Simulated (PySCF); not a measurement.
C4H6O2Si, SMILES Oc1cc([SiH3])co1.

Geometry: r2SCAN-D4/def2-SVP. The geometry has at least one imaginary mode, so it is a saddle point at that level. This is a generated structure with no PubChem entry under its InChIKey; it may be hypothetical. The values are those of a single conformer.

Two levels are set side by side: TDA-PBE/def2-SVPD (PySCF) and TDA-CAM-B3LYP/def2-SVPD (PySCF). Vertical, same geometry. The lowest singlet is HOMO→LUMO+1 100 % with PBE and HOMO→LUMO 94 % with the other functional; states are paired by order. Differences are taken from unrounded values.

```csv
quantity,TDA-CAM-B3LYP
lowest singlet excitation (eV),5.30
lowest triplet excitation (TDA) (eV),3.69
first bright state (f over 0.05) (eV),5.82
its oscillator strength,0.12
```

### Question
What does TDA-PBE give, and how far is it from TDA-CAM-B3LYP? (Estimate from the structure and the level; the computed values follow.)

### Answer

```json
[
 {"quantity": "lowest singlet excitation (eV)", "TDA-PBE": "4.55", "TDA-PBE minus TDA-CAM-B3LYP": "-0.75"},
 {"quantity": "lowest triplet excitation (TDA) (eV)", "TDA-PBE": "3.62", "TDA-PBE minus TDA-CAM-B3LYP": "-0.07"},
 {"quantity": "first bright state (f over 0.05) (eV)", "TDA-PBE": "5.14", "TDA-PBE minus TDA-CAM-B3LYP": "-0.67"},
 {"quantity": "its oscillator strength", "TDA-PBE": "0.06", "TDA-PBE minus TDA-CAM-B3LYP": "-0.06"}
]
```

A lower first singlet is the usual sign of a functional without exact exchange. Differences between two approximate levels are no errors against the true value.

Rough cost on one machine, each run with all the roots and properties that it gave: TDA-CAM-B3LYP against TDA-PBE about 4 times.
